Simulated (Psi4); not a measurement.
Conformational energy of C₆H₆S, SMILES s1cccc1C=C. Scanned: dihedral C1–C2–C3–S7; all other coordinates were relaxed at GFN2-xTB. Points at φ and −φ are mirror images.

Geometry of the scan point at 0° (Å):
```
13

C      2.5023     0.6124    -0.4537
C      1.6003    -0.0252     0.2858
C      0.1855    -0.0458     0.0289
C     -0.7797    -0.6865     0.7599
C     -2.0789    -0.5127     0.2452
C     -2.0965     0.2580    -0.8732
S     -0.5266     0.7889    -1.3230
H      3.5500     0.5917    -0.2117
H      2.2153     1.1753    -1.3267
H      1.9059    -0.5867     1.1600
H     -0.5599    -1.2644     1.6403
H     -2.9605    -0.9418     0.6872
H     -2.9387     0.5511    -1.4682
```

Level of theory: DF-MP2 (frozen core)/cc-pVTZ // GFN2-xTB run with Psi4 1.11.

Scanned values (°): -165, -150, -135, -120, -105, -90, -75, -60, -45, -30, -15, 0, 15, 30, 45, 60, 75, 90, 105, 120, 135, 150, 165, 180.

Problem. Locate the minima and the barriers on this grid.

Solution. Lower than their neighbours: 0° (0.0 kcal/mol), 180° (1.1 kcal/mol). Higher than their neighbours: -90° (4.6 kcal/mol), 90° (4.6 kcal/mol). The whole profile spans 4.6 kcal/mol.
